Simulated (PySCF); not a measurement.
Core-level binding energies of `O=CCCBr`

Species: C3H5BrO.
Numbering: `[O:1]=[CH:2][CH2:3][CH2:4][Br:5]`

Structure used (PBE0-D3(BJ)/def2-SVP), in Å, numbered top down from 1:
```xyz
10
C3H5BrO angstrom
O      2.0722    1.0187    0.6275
C      1.6380    0.0317    0.0974
C      0.1785   -0.2207   -0.1643
C     -0.7051    0.9018    0.3247
Br    -2.5759    0.5395   -0.0389
H      2.3223   -0.7876   -0.2454
H      0.0532   -0.3900   -1.2490
H     -0.0917   -1.1827    0.3071
H     -0.4640    1.8516   -0.1682
H     -0.6145    1.0466    1.4082
```

Method: delta-SCF UKS SCAN, pcX-2 on the ionised atom, pcseg-1 elsewhere, spin-free X2C in PySCF. Vertical ΔSCF values, vacuum level as zero.

**Question.** What binding energy does each computed site have?

**Answer.** 
| atom(s) | environment | level | binding energy (eV) | above the level's lowest (eV) | count |
| --- | --- | --- | --- | --- | --- |
| O1 | aldehyde oxygen | O 1s | 538.56 | 0.00 | 1 |
| C4 | sp3 C–Br carbon | C 1s | 292.22 | +0.53 | 1 |
| C3 | sp3 carbon next to a carbonyl | C 1s | 291.69 | 0.00 | 1 |

The listed C 1s values span 0.53 eV, from C3 (bonded to 2 C and 2 H) to C4 (bonded to Br, C and 2 H).

**Question.** Give the binding energy of C 1s of C4 in hartree and in kJ/mol.

**Answer.** 292.22 eV = 10.7389 Eh = 28195 kJ/mol.

The list is incomplete; no value stands for C 1s of C2 (hole states with ⟨S²⟩ of 1 or more are left out). No level of bromine is listed. The structure is a single PBE0-D3(BJ)/def2-SVP conformer in the gas phase; no vibrational or solvent corrections.
